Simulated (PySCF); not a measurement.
# Computed properties of Si(F)(Cl)(Me)(OH) (CH₄ClFOSi), SMILES C[Si](O)(F)Cl

Si(F)(Cl)(Me)(OH) (CH4ClFOSi), SMILES O[Si](Cl)(C)F. Coordinates come from a B3LYP-D3(BJ)/def2-SVP optimisation. This is a generated structure with no PubChem entry under its InChIKey; it may be hypothetical. The values are those of a single conformer. All values are computed for the isolated molecule unless a solvent is named; none is compared with measurement here.

**Structure.** All 21 harmonic modes at B3LYP-D3(BJ)/def2-SVP (PySCF) are real, so it is a minimum. With heavy atoms numbered as in [CH3:1][Si:2]([OH:3])([F:4])[Cl:5], the shortest bond between them is Si2–F4 at 1.623 Å and the longest Si2–Cl5 at 2.071 Å.

**Vibrations.** The strongest infrared lines (harmonic, unscaled, degenerate partners summed) lie at 837 cm⁻¹ (253 km/mol, H 61 %, Si 15 %, C 12 %), 971 cm⁻¹ (159 km/mol, Si 48 %, O 31 %, F 11 %, H 9 %), 913 cm⁻¹ (155 km/mol, Si 42 %, F 27 %, H 19 %). The softest mode is at 122 cm⁻¹ and the zero-point energy is 35.0 kcal/mol.

**Electronic structure.** M06-2X/def2-TZVP (PySCF) places the frontier levels at -10.66 and 1.21 eV, a gap of 11.87 eV, and gives a dipole moment of 1.16 D and a mean polarisability of 48.5 bohr³. PBE/def2-TZVP (PySCF) at the same geometry gives -7.74 and -0.32 eV, so its gap is 4.45 eV narrower. An orbital gap is neither the optical nor the fundamental gap.

**Excitations.** TDA-PBE0/def2-SVPD (PySCF) has S1 at 8.13 eV (152 nm, f = 0.038, weak); the most intense of the 10 singlets computed lies at 9.13 eV (f = 0.12). T1 (TDA) is at 7.81 eV, 0.32 eV under S1. TDA-PBE/def2-SVPD (PySCF) puts S1 at 7.16 eV. No vertical singlet excitation falls in the visible range (under 3.1 eV).

**NMR.** GIAO shifts at KT2/pcSseg-1 (PySCF) (non-relativistic, atoms alike by connectivity averaged): ¹³C at 0.6 ppm against TMS; ¹H from 0.8 to 2.9 ppm against TMS; ²⁹Si at -4.5 ppm against TMS; ¹⁹F at -144.6 ppm against CFCl3. Without spin–orbit terms, shifts of atoms bonded to Cl or Br come out too high.

**Solvation.** SMD-ωB97X/def2-SVP (PySCF) gives -4.3 kcal/mol in water, -5.8 kcal/mol in dichloromethane, -4.9 kcal/mol in dimethylsulfoxide (1 M in both phases, gas-phase geometry); of these solvents dichloromethane holds the molecule best.
